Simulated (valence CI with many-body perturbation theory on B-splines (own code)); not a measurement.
Level structure of Nb35+

Method: valence CI with perturbative core correlation (CI+MBPT): four valence electrons over a frozen Dirac-Fock core [He], radial functions for each j: 11 s, 11 p, 9 d, 7 f, 5 g, 2 h, 1 i, with the one-electron correlation potential Σ1, the two-electron term Σ2, the three-electron term Σ3, Breit, model QED; selected CI, second order for the rest (own B-spline code, finite nucleus).

The last digits are not significant, and no measured levels were compared; by estimate large intervals hold to a few tenths of a per cent, small ones and those within an open d or f shell to about a per cent. Among the levels kept, up to 270 cm⁻¹ of a level comes from second order outside the variational space, and about a tenth of that is noise between levels of different J, which matters for small intervals.

Levels 1 to 45 of 109, with energies above the lowest level, (2s^2 2p1/2^2) J=0. "Leading %" is the weight of the configuration and term that name the level; weights of strongly mixed levels are sums over their largest components and can fall short. In the jj column 3d3/2^4 stands for four electrons in 3d with j = 3/2. Lifetimes count E1, E2, E3, M1 and M2 decay at the calculated energies, and are blank where another channel may lead or the interval is too uncertain; long ones can be off by a factor of two.

```
No.  Configuration  Term  J  E (Ry)  Leading %  Lifetime  Second component      g                Leading jj
  1         2s²2p²    ³P  0    0.00         75              24 % 2s²2p² ¹S              2s^2 2p1/2^2 (98 %)
  2         2s²2p²    ³P  1    6.78        100    179 ns                    1.492  2s^2 2p1/2 2p3/2 (100 %)
  3         2s²2p²    ¹D  2    7.67         56    127 μs    43 % 2s²2p² ³P  1.206   2s^2 2p1/2 2p3/2 (98 %)
  4         2s²2p²    ³P  2   15.07         56   91.0 ns    43 % 2s²2p² ¹D  1.274       2s^2 2p3/2^2 (98 %)
  5          2s2p³   ⁵S°  2   15.70         56    221 ps    32 % 2s2p³ ³P°  1.730   2s 2p1/2^2 2p3/2 (86 %)
  6         2s²2p²    ¹S  0   17.14         74   52.2 ns    24 % 2s²2p² ³P              2s^2 2p3/2^2 (97 %)
  7          2s2p³   ³D°  1   19.20         48   7.51 ps    24 % 2s2p³ ³P°  0.978   2s 2p1/2^2 2p3/2 (92 %)
  8          2s2p³   ³D°  2   22.49         56   27.5 ps    32 % 2s2p³ ⁵S°  1.449   2s 2p1/2 2p3/2^2 (89 %)
  9          2s2p³   ³D°  3   24.18        100   32.4 ps                    1.323  2s 2p1/2 2p3/2^2 (100 %)
 10          2s2p³   ³P°  0   26.03        100   8.16 ps                           2s 2p1/2 2p3/2^2 (100 %)
 11          2s2p³   ³P°  1   26.65         37   5.09 ps    34 % 2s2p³ ³D°  1.271   2s 2p1/2 2p3/2^2 (94 %)
 12          2s2p³   ¹D°  2   27.34         61   4.74 ps    23 % 2s2p³ ³D°  1.132   2s 2p1/2 2p3/2^2 (89 %)
 13          2s2p³   ³S°  1   27.87         34   3.63 ps    32 % 2s2p³ ³P°  1.468   2s 2p1/2 2p3/2^2 (93 %)
 14          2s2p³   ³P°  2   33.28         47   6.84 ps    34 % 2s2p³ ¹D°  1.315         2s 2p3/2^3 (89 %)
 15          2s2p³   ¹P°  1   36.19         51   2.70 ps    28 % 2s2p³ ³S°  1.244         2s 2p3/2^3 (93 %)
 16            2p⁴    ³P  2   37.68         74   4.21 ps       25 % 2p⁴ ¹D  1.364    2p1/2^2 2p3/2^2 (98 %)
 17            2p⁴    ¹S  0   39.93         51   3.27 ps       48 % 2p⁴ ³P           2p1/2^2 2p3/2^2 (96 %)
 18            2p⁴    ³P  1   44.93        100   2.80 ps                    1.492     2p1/2 2p3/2^3 (100 %)
 19            2p⁴    ¹D  2   45.92         74   3.34 ps       25 % 2p⁴ ³P  1.115      2p1/2 2p3/2^3 (99 %)
 20            2p⁴    ³P  0   54.45         52   2.19 ps       47 % 2p⁴ ¹S                   2p3/2^4 (97 %)
 21        2s²2p3s   ³P°  0  198.80         98   66.5 fs                               2s^2 2p1/2 3s (98 %)
 22        2s²2p3s   ³P°  1  198.95         68   52.1 fs  30 % 2s²2p3s ¹P°  1.338      2s^2 2p1/2 3s (98 %)
 23        2s²2p3p    ³D  1  201.70         72   4.31 ps   23 % 2s²2p3p ¹P  0.664   2s^2 2p1/2 3p1/2 (98 %)
 24        2s²2p3p    ³P  0  203.14         72    958 fs   25 % 2s²2p3p ¹S          2s^2 2p1/2 3p1/2 (96 %)
 25        2s²2p3p    ³P  1  204.32         41    673 fs   29 % 2s²2p3p ³S  1.495   2s^2 2p1/2 3p3/2 (92 %)
 26        2s²2p3p    ³D  2  204.54         60   2.63 ps   24 % 2s²2p3p ¹D  1.169   2s^2 2p1/2 3p3/2 (97 %)
 27        2s²2p3s   ³P°  2  206.62         94   39.4 fs                    1.482      2s^2 2p3/2 3s (94 %)
 28        2s²2p3s   ¹P°  1  207.00         68   41.7 fs  30 % 2s²2p3s ³P°  1.142      2s^2 2p3/2 3s (97 %)
 29        2s2p²3s    ⁵P  1  207.04         63   78.5 fs   18 % 2s2p²3s ³S  2.203      2s 2p1/2^2 3s (84 %)
 30        2s²2p3d   ³F°  2  207.09         74   49.8 fs  19 % 2s²2p3d ¹D°  0.761   2s^2 2p1/2 3d3/2 (97 %)
 31        2s²2p3d   ³D°  1  208.08         53   5.42 fs  27 % 2s²2p3d ¹P°  0.824   2s^2 2p1/2 3d3/2 (96 %)
 32        2s2p²3s    ³P  0  208.20         78   67.7 fs   20 % 2s2p²3s ¹S             2s 2p1/2^2 3s (89 %)
 33        2s²2p3d   ³P°  2  208.32         45   8.74 fs  33 % 2s²2p3d ³D°  1.278   2s^2 2p1/2 3d5/2 (95 %)
 34        2s²2p3d   ³F°  3  208.37         53   9.83 fs  24 % 2s²2p3d ¹F°  1.113   2s^2 2p1/2 3d5/2 (98 %)
 35        2s2p²3p   ⁵D°  0  209.95         64    395 fs  33 % 2s2p²3p ³P°          2s 2p1/2^2 3p1/2 (90 %)
 36        2s2p²3p   ⁵D°  1  210.06         35   88.7 fs  27 % 2s2p²3p ³P°  1.553   2s 2p1/2^2 3p1/2 (86 %)
 37        2s²2p3p    ³P  1  210.10         53    981 fs   19 % 2s²2p3p ³S  1.416   2s^2 2p3/2 3p1/2 (94 %)
 38        2s²2p3p    ³D  2  210.30         37   1.45 ps   30 % 2s²2p3p ¹D  1.209   2s^2 2p3/2 3p1/2 (93 %)
 39        2s²2p3p    ³D  3  211.76         94   2.08 ps                    1.331   2s^2 2p3/2 3p3/2 (94 %)
 40        2s²2p3p    ¹P  1  211.83         46   2.01 ps   45 % 2s²2p3p ³S  1.426   2s^2 2p3/2 3p3/2 (95 %)
 41        2s2p²3s    ⁵P  2  212.42         73   92.2 fs   10 % 2s²2p3p ¹D  1.677  2s 2p1/2 2p3/2 3s (81 %)
 42        2s2p²3p   ⁵P°  2  212.56         30    431 fs  30 % 2s2p²3p ⁵D°  1.594   2s 2p1/2^2 3p3/2 (86 %)
 43        2s2p²3p   ³D°  1  212.90         43   20.1 fs  15 % 2s2p²3p ¹P°  1.047   2s 2p1/2^2 3p3/2 (88 %)
 44        2s²2p3p    ³P  2  212.93         45    309 fs   32 % 2s²2p3p ¹D  1.374   2s^2 2p3/2 3p3/2 (76 %)
 45        2s2p²3s    ³P  1  213.68         75   48.6 fs   14 % 2s2p²3s ⁵P  1.579  2s 2p1/2 2p3/2 3s (93 %)
```

The ionisation energy to 2s²2p ²P°1/2 of the next ion comes out as 4822.9 eV (NIST: 4815 ± 5 eV (semi-empirical)). All 109 levels together are meant to be complete up to 225.70 Ry.
